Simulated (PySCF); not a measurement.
## Si (silicon, neutral) across methods

[Ne] 3s1 3p3, high-spin 5S determinant (an excited configuration). Computed with PySCF 2.14 in def2-QZVPPD, with no relativity, point nucleus.

```tsv
method	E (hartree)	mean ε 2p β (eV)	mean ε 3s α (eV)	mean ε 3p α (eV)	Σ⟨r²⟩ (bohr²)	⟨S²⟩
r2SCAN	-289.2187	-97.732	-13.155	-5.750	32.14	6.000
BP86	-289.2512	-96.066	-12.480	-5.500	32.52	6.000
PBE0	-289.1107	-101.15	-14.351	-6.547	32.31	6.000
PBE	-289.0791	-95.870	-12.418	-5.443	32.55	6.000
PW91	-289.2102	-96.031	-12.459	-5.475	32.51	6.000
LDA	-288.0636	-95.984	-12.405	-5.460	32.79	6.000
PBEsol	-288.5470	-95.729	-12.363	-5.403	32.54	6.000
LC-wPBE	-289.1376	-101.67	-17.922	-9.191	31.95	6.000
```

Task: Estimate the same row for UHF.

Result: E (hartree) = -288.76309; mean ε 2p β (eV) = -115.93; mean ε 3s α (eV) = -19.666; mean ε 3p α (eV) = -9.471; Σ⟨r²⟩ (bohr²) = 32.40; ⟨S²⟩ = 6.000.
